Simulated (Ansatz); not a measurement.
The same path of CH₄OSi₂ (8 atoms, charge 0, multiplicity 1) was run twice with different band settings. Lost on the way: Si4–H7. Made: O1–Si4, C3–H7.

These are results of UKS B3LYP-D4/def2-SVP (Ansatz 0.2.0), not measurements.

Relaxed end points:

```xyz
8
Properties=species:S:1:pos:R:3
O 0.684 -0.901 3.139
Si 0.733 -0.694 1.628
C 0.732 -0.430 -0.044
Si -0.634 0.515 -0.867
H 1.575 -0.847 -0.607
H -1.606 0.932 0.189
H -0.128 1.739 -1.559
H -1.357 -0.313 -1.879
```

```xyz
8
Properties=species:S:1:pos:R:3
O -0.476 -0.611 1.534
Si 1.216 -0.417 1.440
C 0.916 0.236 -0.401
Si -0.899 -0.072 -0.039
H 1.387 -0.381 -1.186
H -1.795 1.117 0.028
H 1.226 1.283 -0.567
H -1.576 -1.155 -0.809
```

Common settings: spring 5.0 eV/Å²; optimiser quadratic models (default); start path through a guess of the saddle point; force threshold 0.05 eV/Å; iteration limit 60; end points relaxed.

| run | movable images | climbing image |
| --- | --- | --- |
| 1 | 7 | yes |
| 2 | 1 | no |

What does each run give, and how far can it be trusted?

Run 1: converged after 32 iterations, highest image 1.914 eV above the first end. Neighbouring images differ by up to 2.2 eV, so the band resolves the path poorly. A vibrational analysis at the climbing image gives one clearly imaginary mode, 1146i cm⁻¹: a first-order saddle point.
Run 2: converged after 29 iterations, highest image 0.528 eV above the first end. Neighbouring images differ by up to 3.0 eV, so the band resolves the path poorly. No image climbed, so the highest image needn't sit at the top of the path. A band with more images between the same ends climbed to 1.91 eV, so this one has probably stepped over the top. So few images can step over the top or miss a turn of the path.
The orbitals were unrestricted but ended closed-shell.
